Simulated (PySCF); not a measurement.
Se(OH)(SeH) (H₂OSe₂), SMILES [SeH][Se]O. The structure is a stationary point at TPSSh-D3(BJ)/def2-SVP. Other conformers were not sampled.

Problem. Give the equilibrium geometry at TPSSh-D3(BJ)/def2-SVP (PySCF confirms it by a frequency run) as Cartesian coordinates in Å. (The exact figures need the calculation; the answer reports its results.)

Solution. This is not unique; one that fits is 
```xyz
5

Se     0.9643    -0.2017     0.2389
O      0.6075    -1.9599     0.5593
H      0.6424    -2.4031    -0.3069
Se    -1.0791     0.7048    -0.3900
H     -1.5970     0.9770     0.9697
```
Charge 0, spin multiplicity 1.
